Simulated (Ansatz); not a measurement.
Several settings on one geometry of 1-ethyl-3-methylimidazolium hexafluorophosphate (C6H11F6N2P) (that of the charge 0 singlet, r2SCAN-D4/def2-SVP). Ansatz on 4 threads of Intel Xeon 6975P-C on a shared host; times are rough.

```csv
atom,x (Å),y (Å),z (Å)
C1,2.607,-0.791,0.374
C2,2.076,-0.333,-0.974
N3,0.654,-0.673,-1.136
C4,0.122,-1.946,-1.122
C5,-1.238,-1.810,-1.098
N6,-1.508,-0.457,-1.104
C7,-2.807,0.152,-0.840
C8,-0.349,0.209,-1.111
H9,3.657,-0.479,0.469
H10,2.571,-1.887,0.475
H11,2.030,-0.331,1.187
H12,2.141,0.759,-1.059
H13,2.624,-0.786,-1.816
H14,0.747,-2.835,-1.137
H15,-2.029,-2.555,-1.080
H16,-3.592,-0.497,-1.248
H17,-2.849,1.138,-1.318
H18,-2.917,0.287,0.245
H19,-0.244,1.286,-0.997
F20,0.945,1.793,0.776
P21,-0.243,1.669,1.937
F22,-0.453,0.082,1.477
F23,-1.341,2.092,0.764
F24,0.871,1.191,3.010
F25,-1.441,1.505,3.007
F26,-0.034,3.219,2.316
```

Totals from different functionals, basis sets or treatments of relativity can't be compared as stabilities.

The 6-31G sets use Cartesian d functions.

Task: Give the basis size and estimate the energy, ⟨S²⟩, dipole and time of these runs.

```csv
run,method,charge,state,further keys
1,RKS rPW86-PBE-D3(BJ)-ATM/6-31G*,0,singlet,scf: {omitted_lower_state_checks: [starts]}; forces asked
2,RKS revPBE/def2-SVPD,0,singlet,nuclear_model: gaussian; forces asked
3,RHF/6-31G,0,singlet,fitting: {mean_field: cc-pVTZ-jkfit}; scf: {lower_state_search: off}; forces asked
```

Result: 
```
run  functions  energy (Eh)  ⟨S²⟩  dipole (D)  wall time
  1        251   -1287.3547     –       12.09        8 s
  2        410   -1284.2202     –       12.23        9 s
  3        161   -1279.5904     –       12.88      1.4 s
```
